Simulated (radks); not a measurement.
The numbers below are computed, except where a source is named.
Question: The platinum ion Pt11+ is in [Kr] 4d10 4f14 5s2 5p5. Code: a radial shooting solver on a logarithmic mesh with Libxc functionals. Model: scalar-relativistic Kohn-Sham, LDA (Slater exchange, Perdew-Wang correlation), spin-polarised, spherical densities, finite nucleus; Fermi nuclear charge, rms radius of each element as measured or else 0.836 A^(1/3) + 0.57 fm. Open shells are filled with parallel spins first. One electron is removed from 4f, 5s, 4d, 5p in turn, with full relaxation. Which removal costs least, and what does each cost?

Answer: 5p 246.24 eV; 4f 282.05 eV; 5s 298.17 eV; 4d 519.63 eV. The 5p electron leaves first.
